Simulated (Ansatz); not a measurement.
Start from `Cl[SiH]1C[SiH2]1` and change one atom or group to get `[AlH2][SiH]1C[SiH2]1`.

Ansatz, PBE0-D4/def2-TZVP geometries, multiplicity 1. 

```csv
property,`Cl[SiH]1C[SiH2]1`
zero-point energy (PBE0-D4/def2-TZVP) / kJ/mol,138.7
HOMO energy (ωB97M-V/def2-TZVPP) / eV,-8.83
HOMO–LUMO gap (PBE0/def2-TZVPP) / eV,6.20
size of the dipole moment (ωB97M-V/def2-TZVPP) / D,1.37
size of the dipole moment (B3LYP/def2-TZVPP) / D,1.39
HOMO–LUMO gap (PBE/def2-TZVPP) / eV,4.28
```

Give the same properties after the change, and the shifts. (Estimate.)

Ansatz gave: 
```json
{"property": "zero-point energy (PBE0-D4/def2-TZVP) / kJ/mol", "`[AlH2][SiH]1C[SiH2]1`": "172.6", "shift": "33.9"}
{"property": "HOMO energy (ωB97M-V/def2-TZVPP) / eV", "`[AlH2][SiH]1C[SiH2]1`": "-8.59", "shift": "0.24"}
{"property": "HOMO–LUMO gap (PBE0/def2-TZVPP) / eV", "`[AlH2][SiH]1C[SiH2]1`": "4.75", "shift": "-1.45"}
{"property": "size of the dipole moment (ωB97M-V/def2-TZVPP) / D", "`[AlH2][SiH]1C[SiH2]1`": "1.75", "shift": "0.38"}
{"property": "size of the dipole moment (B3LYP/def2-TZVPP) / D", "`[AlH2][SiH]1C[SiH2]1`": "1.84", "shift": "0.45"}
{"property": "HOMO–LUMO gap (PBE/def2-TZVPP) / eV", "`[AlH2][SiH]1C[SiH2]1`": "3.17", "shift": "-1.11"}
```

With PBE0 the HOMO rises by 0.09 eV and the LUMO falls by 1.36 eV, so the gap narrows by about 1.45 eV. PBE moves the HOMO by -0.08 eV and ωB97M-V by 0.24 eV. The zero-point energy changes by 33.9 kJ/mol with +6 modes. Dipoles are sizes alone; their direction can turn.

B3LYP here is the variant with VWN-RPA as its local correlation; programs differ in this.
